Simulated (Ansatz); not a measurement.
Z-matrix (Å, degrees):
```
C
Ga 1 1.954
H 1 1.093 2 109.9
H 1 1.092 2 110.1 3 -117.7
H 1 1.090 2 111.8 3 120.9
N 2 1.864 1 117.4 3 61.9
H 2 1.568 1 128.1 3 -118.0
B 6 1.397 2 125.6 1 -0.1
H 6 1.010 2 117.5 1 -180.0
H 8 1.202 6 119.1 2 0.2
H 8 1.201 6 120.7 2 -179.8
```

Charge 0, multiplicity 1.

**Question.** List the PBE0/def2-TZVPP orbital energies in eV (Ansatz). (Best estimate.)

**Answer.** Computed: Occupied: -10146.97, -1252.83, -1109.03, -1108.90, -1108.89, -391.00, -277.83, -183.92, -151.12, -104.17, -103.86, -103.82, -24.01, -23.21, -23.13, -23.10, -23.00, -22.45, -19.16, -14.25, -13.07, -11.39, -11.24, -11.14, -9.72, -8.54, -8.30, -8.23. Lowest empty: -1.09, 0.37, 0.63, 1.07, 2.05, 2.63, 2.82, 3.23.
